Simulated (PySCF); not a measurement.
# What each rung costs, and what it gives

Saddle point of CH$_{8}$Ge, singlet (GeH₄ + CH₄ → CH₆Ge ([CH3][GeH3]) + H₂; bonds formed: Ge1–C7, H2–H6; bonds broken: Ge1–H2, H6–C7), PBE0-D4/def2-TZVP structure:

```xyz
10
angstrom
Ge -0.7142 0.4039 -0.7294
H 0.7948 1.4838 -0.4688
H -0.2870 0.3277 -2.2038
H -1.5431 1.5971 -0.2305
H -1.6397 -0.8586 -0.5100
H 0.7712 0.5178 0.1542
C 0.5784 -0.6778 0.8219
H 0.6774 -1.6184 0.2812
H -0.1813 -0.7466 1.6002
H 1.5436 -0.4289 1.2848
```

Barriers are electronic and count from the start structure reached by relaxing down the imaginary mode.

Computed with PySCF 2.14 with density fitting (its default auxiliary sets; JK sets also for MP2 and CCSD(T)) (basis: as named in each row); correlated methods freeze the cores. Filled d shells of the heavier atoms are correlated. The def2 sets are not built for correlating such inner shells, so the correlated values are less sure here. B3LYP uses VWN-RPA correlation. Extrapolation: Hartree–Fock as exp(−7.88 √X), correlation as X^−2.97.

Times are rough, for one single point on 4 threads of a shared host (Oxide Virtual Turin-like).

The estimate by CCSD(T) at an estimated basis limit (MP2 extrapolated from triple and quadruple zeta, plus CCSD(T) − MP2 in triple zeta) is 382.8 kJ/mol.

```tsv
method	basis	time (s)	barrier (kJ/mol)	method less estimate
HF	STO-3G	under 1	712.5	329.7
B3LYP-D4	6-31G	2	400.2	17.4
PBE0-D4	def2-SVP	3	361.3	-21.6
PBE-D4	def2-SVP	3	338.3	-44.5
MP2	def2-QZVPP	3	381.5	-1.3
SPW92	def2-TZVPP	5	312.2	-70.6
BHLYP-D4	def2-TZVPP	7	397.6	14.8
PBE0-D4	def2-TZVPP	7	358.5	-24.3
PBE-D4	def2-TZVPP	7	339.3	-43.5
B3LYP-D4	def2-TZVPP	9	375.3	-7.6
r2SCAN-D4	def2-TZVPP	14	357.0	-25.8
CCSD(T)	def2-SVP	15	404.8	22.0
CCSD(T)	def2-TZVPP	150	382.2	-0.6
wB97M-V	def2-TZVPP	230	378.3	-4.5
```

All methods are single points on the PBE0-D4 structures.

No T1 diagnostic of these runs exceeds 0.012.

Labels in which every atom is bracketed show which atoms are joined, not bond orders.
